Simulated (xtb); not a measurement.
C2H6F2OSi, SMILES CCO[SiH](F)F. All values are semi-empirical tight-binding results from xtb (GFN2-xTB unless named), good for trends rather than for accurate numbers. Geometry: GFN2-xTB. This is a generated structure with no PubChem entry under its InChIKey; it may be hypothetical. One conformer was computed; it need not be the lowest.

Question: Estimate the properties. (An estimate is asked for; the answer gives what the named calculation found.)

Answer: 
```json
{
 "point_group_as_xtb_finds_it": "Cs",
 "orbital_gap": "7.67 eV",
 "dipole_moment": "2.50 D",
 "zero_point_energy": "52.3 kcal/mol",
 "G − E(el) at 298.15 K (modified RRHO)": "31.4 kcal/mol",
 "static polarisability (D4 model)": "67.8 bohr³",
 "solvation energy, GFN2-xTB/ALPB(water)": "-0.3 kcal/mol",
 "solvation energy, GFN2-xTB/ALPB(chcl3)": "-3.0 kcal/mol"
}
```
